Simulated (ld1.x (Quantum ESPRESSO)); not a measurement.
## Ranking TM potentials for Mo (Z = 42)

All share these settings but for the change named:

ld1.x (Quantum ESPRESSO) 7.5 input, shortened:

```
&input
   title='Mo', zed=42., rel=1, dft='PBESOL', iswitch=3,
   config='[Kr] 4d5 5s0.5 5p0'
 /
 &inputp
   pseudotype=2, tm=.true., lloc=-1, rcloc=3.05,
   nlcc=.true., rcore=1.15
 /
3
5S  1  0   0.50   0.00  2.55  2.55  0.0
5P  2  1   0.00   0.00  3.45  3.45  0.0
4D  3  2   5.00   0.00  1.90  1.90  0.0
 &test
   configts(1)='4d5 5s0.5 5p0'
 /
```

Test errors are all-electron minus pseudo excitation energies from the reference, over 4d5 5s1 5p0; 4d5 5s0 5p0; 4d4 5s0 5p0; 4d3 5s0 5p0; 4d4 5s1 5p1; 4d4 5s2 5p0; 4d5.5 5s0.5 5p0. None of these files shows a bound ghost.

The base gives 573.7 meV.

Of 7 variants that were run, those that failed, showed a ghost or another fault, or gave nearly equal values are left out.

A variant can come out equal or close to the base, since the largest error may sit in a test that the change hardly touches while other tests move.

Problem. Rank these variants by their largest absolute test error, smallest first.
A. all radii but the core radius scaled by about 0.94 (s 2.40, p 3.26, d 1.80 bohr); local potential all-electron potential smoothed inside 2.88 bohr (lloc = -1)
B. all radii but the core radius scaled by about 1.17 (s 2.98, p 4.02, d 2.22 bohr); local potential all-electron potential smoothed inside 3.56 bohr (lloc = -1)
C. all radii but the core radius scaled by about 1.39 (s 3.54, p 4.78, d 2.64 bohr); local potential all-electron potential smoothed inside 4.22 bohr (lloc = -1)

Solution. A (555.1 meV), B (642.2 meV), C (1189.6 meV).
